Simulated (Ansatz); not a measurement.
Two structures of BH$_{3}$Cl$_{2}$F$_{2}$, closed shell, reached by relaxing down either side of one saddle point (PBE0-D4/def2-TZVP). Energies are electronic, without zero-point energy. Ansatz 0.2.0; basis: def2-TZVPP and def2-QZVPP; cores frozen in the correlated methods. Extrapolation: Hartree–Fock as exp(−7.88 √X), correlation as X^−2.97. First:

```xyz
8
angstrom
B -0.3501 0.8148 -0.9821
H 0.5671 1.4220 -0.5470
Cl -0.0770 -0.8468 -1.5314
Cl -1.8688 1.5645 -1.3005
H 0.0175 -0.3623 1.5854
F -0.6957 0.2290 1.4470
H 1.1126 -1.4125 0.2043
F 1.2944 -1.4086 1.1242
```

Second:

```
8
angstrom
B -1.2134 0.4410 -0.4905
H 1.8681 0.6046 -0.7804
Cl -1.3711 -1.0135 -1.4150
Cl -1.3368 2.0167 -1.1977
H 0.2105 -0.9570 1.6350
F -1.0040 0.3467 0.8141
H 1.8928 0.0628 -0.2658
F 0.9538 -1.5012 1.7005
```

Task: Which bonds change from the first to the second?

Result: BHCl₂ ([Cl][BH][Cl]) + HF + HF → BCl₂F ([F][B]([Cl])[Cl]) + HF + H₂; bonds formed: B1–F6, H2–H7, H5–F8; bonds broken: B1–H2, H5–F6, H7–F8.

Task: Give the saddle point's structure and its height above each. (To be estimated.)

Result: The calculation gives: 20.38 kcal/mol above the first and 39.48 kcal/mol above the second (CCSD(T) at an estimated basis limit (MP2 extrapolated from triple and quadruple zeta, plus CCSD(T) − MP2 in triple zeta)).
B1  (-0.484, 0.289, -0.573)
H2  (0.815, 0.186, -0.605)
Cl3  (-1.116, -0.792, -1.839)
Cl4  (-0.861, 2.027, -0.657)
H5  (0.118, -0.557, 1.289)
F6  (-0.891, -0.244, 0.785)
H7  (1.186, -0.234, 0.290)
F8  (1.233, -0.674, 1.309)
(Å)

The T1 diagnostic stays at or below 0.011.

Labels in which every atom is bracketed show which atoms are joined, not bond orders.

For scale, one of the runs: CCSD(T)/def2-TZVPP, 219 basis functions, launched by `ansatz run in.yaml --threads 4 --pin off --events-out ev --progress --plain --max-ram 9574MiB`. Hardware: 4 CPU threads of an Arm Neoverse V1, shared host. Wall time 110 s; peak host memory 3.4 GiB.
